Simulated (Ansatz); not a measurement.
Ideal-gas functions of `FC(F)=C(F)C(F)(F)F` at 400 K and 1 bar, from an Ansatz frequency run at PBE0-D4/def2-TZVP.

Molar mass 150.02 g/mol, point group Cs (symmetry number 1), electronic degeneracy 1, moments of inertia 196.466, 401.062, 509.773 u Å². Harmonic wavenumbers (cm⁻¹, unscaled): 38, 128, 177, 250, 258, 366, 374, 470, 518, 582, 609, 667, 682, 782, 1061, 1189, 1235, 1246, 1365, 1421, 1860.

Use S(trans) = R[1.5 ln M + 2.5 ln T − 1.1517]; rotational temperatures θ = 24.2544 K / I; S(rot) = R[ln(√π/σ · √(T³/θAθBθC)) + 1.5]; for each mode x = 1.438777 ν̃/T, S = R[x/(eˣ − 1) − ln(1 − e⁻ˣ)] and H = RT x/(eˣ − 1); 1 cm⁻¹ = 0.0119627 kJ/mol; R = 8.31446 J/(mol·K).

Task: By hand: the entropy, in J/(mol·K).

Result: Translation 177.5. Rotation: θ = 0.1235, 0.0605, 0.0476 K, giving 125.0. Vibration, mode by mode: 24.87, 14.84, 12.21, 9.47, 9.23, 6.60, 6.45, 4.87, 4.25, 3.54, 3.28, 2.78, 2.67, 2.01, 0.90, 0.62, 0.54, 0.52, 0.36, 0.31, 0.08, in all 110.4. Electronic 0.0. Sum 412.9 J/(mol·K).

Task: By hand: H − E and G − E in kJ/mol, counted from the electronic energy.

Result: Zero-point energy ½ × 15278 × 0.0119627 = 91.4; thermal vibration 22.9; translation, rotation and pV give 4 RT = 13.3. H − E = 127.6 kJ/mol, and G − E = 127.6 − 400 × 412.9/1000 = -37.6 kJ/mol.

Vibration gives 27 % of the entropy, 39.7 J/(mol·K) of it from the modes under 150 cm⁻¹: soft modes count most, and the harmonic formula is weakest for them.
